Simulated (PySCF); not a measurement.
Bonds (- single, = double, # triple, : aromatic): C1-C2, C2-C3, C3-C4, C4-C5, C5-C6, C5-Si7, Si7-Si8, C5-C2, Si8-C3. C1 carries H9, H10, H11; C2 carries H12; C3 carries H13; C4 carries H14, H15; C6 carries H16, H17, H18; Si7 carries H19, H20; Si8 carries H21, H22. Stereochemistry as in C[C@@H]1[C@@H]2C[C@@]1(C)[SiH2][SiH2]2. H15, H19, H22 are cis to C1 on the ring; H14, H20, H21 are trans to C1 on the ring.

[PySCF: GFN2-xTB structure; σ from GIAO-PBE0/pcSseg-1; relativity neglected; single conformer; one averaged value for each set of equivalent atoms; no solvent]

List the cross peaks expected in HSQC, COSY and HMBC spectra.

## Answers



HSQC (one-bond C–H):
```
                δH         δC
        2.17 (H15)  35.7 (C4)
        1.51 (H12)  41.9 (C2)
        1.45 (H13)  24.7 (C3)
1.32 (H16/H17/H18)  20.2 (C6)
        1.27 (H14)  35.7 (C4)
 1.26 (H9/H10/H11)  13.9 (C1)
```

COSY cross peaks (H two or three bonds apart, from the bond graph; peaks can be absent where the dihedral angle is near 90°):
```
        δH                 δH
3.99 (H21)         3.97 (H22)
3.99 (H21)         3.84 (H19)
3.99 (H21)         3.76 (H20)
3.99 (H21)         1.45 (H13)
3.97 (H22)         3.84 (H19)
3.97 (H22)         3.76 (H20)
3.97 (H22)         1.45 (H13)
3.84 (H19)         3.76 (H20)
2.17 (H15)         1.45 (H13)
2.17 (H15)         1.27 (H14)
1.51 (H12)         1.45 (H13)
1.51 (H12)  1.26 (H9/H10/H11)
1.45 (H13)         1.27 (H14)
```

HMBC (two and three bonds, from the bond graph):
```
                δH                                                     δC
        3.99 (H21)             41.9 (C2), 35.7 (C4), 32.7 (C5), 24.7 (C3)
        3.97 (H22)             41.9 (C2), 35.7 (C4), 32.7 (C5), 24.7 (C3)
        3.84 (H19)  41.9 (C2), 35.7 (C4), 32.7 (C5), 24.7 (C3), 20.2 (C6)
        3.76 (H20)  41.9 (C2), 35.7 (C4), 32.7 (C5), 24.7 (C3), 20.2 (C6)
        2.17 (H15)             41.9 (C2), 32.7 (C5), 24.7 (C3), 20.2 (C6)
        1.51 (H12)  35.7 (C4), 32.7 (C5), 24.7 (C3), 20.2 (C6), 13.9 (C1)
        1.45 (H13)             41.9 (C2), 35.7 (C4), 32.7 (C5), 13.9 (C1)
1.32 (H16/H17/H18)                        41.9 (C2), 35.7 (C4), 32.7 (C5)
        1.27 (H14)             41.9 (C2), 32.7 (C5), 24.7 (C3), 20.2 (C6)
 1.26 (H9/H10/H11)                        41.9 (C2), 32.7 (C5), 24.7 (C3)
```

Scale: $^{1}$H (31.72 ppm) and $^{13}$C (186.93 ppm) vs TMS (reference shieldings calculated alike).

Short H···H contacts in this conformer between protons four or more bonds apart (candidates for NOE cross peaks, intensity ∝ r⁻⁶): H9···H15 2.26 Å, H9···H17 2.50 Å, H15···H17 2.58 Å, H10···H13 2.75 Å.

Shifts are as computed. Against solution values, carbons near 30 ppm lie about +3 ppm off and those near 130 ppm about +5 ppm. Of 1309 compounds with measured shifts, 239 miss one by over three times the rms of a fit or turn the order of signals round; such compounds aren't used in these exercises.
